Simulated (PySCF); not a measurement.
Ti(Cl)2(OH)2 (Cl2H2O2Ti), SMILES [OH][Ti]([OH])([Cl])[Cl], multiplicity 1. Atoms are numbered in the order given.

```xyz
7

Ti    -0.3081     0.0000     0.0000
Cl     0.9334     1.8108     0.0000
Cl     0.9451    -1.8027     0.0000
O     -1.3053    -0.0053     1.4178
H     -2.1366    -0.0275     1.9002
O     -1.3053    -0.0053    -1.4178
H     -2.1366    -0.0275    -1.9002
```
Charge 0, spin multiplicity 1.

Coordinates come from a ωB97X-D3(BJ)/def2-SVP optimisation. The geometry has at least one imaginary mode, so it is a saddle point at that level. The multiplicity is an assumed one; no other spin state was optimised. The structure was generated by enumeration; whether it is a known compound was not checked. Other conformers were not sampled.

Computed with PBE/def2-TZVP (PySCF).

Atomic charges (e):

| atom | Löwdin | IAO |
|---|---|---|
| Ti1 | -0.32 | [?] |
| Cl2 | 0.14 | [?] |
| Cl3 | 0.14 | [?] |
| O4 | -0.16 | [?] |
| H5 | 0.18 | [?] |
| O6 | -0.16 | [?] |
| H7 | 0.18 | [?] |

Complete the blanks. (An estimate is asked for; the answer gives what the named calculation found.)


- Ti1, IAO: 1.20
- Cl2, IAO: -0.36
- Cl3, IAO: -0.36
- O4, IAO: -0.63
- H5, IAO: 0.39
- O6, IAO: -0.63
- H7, IAO: 0.39
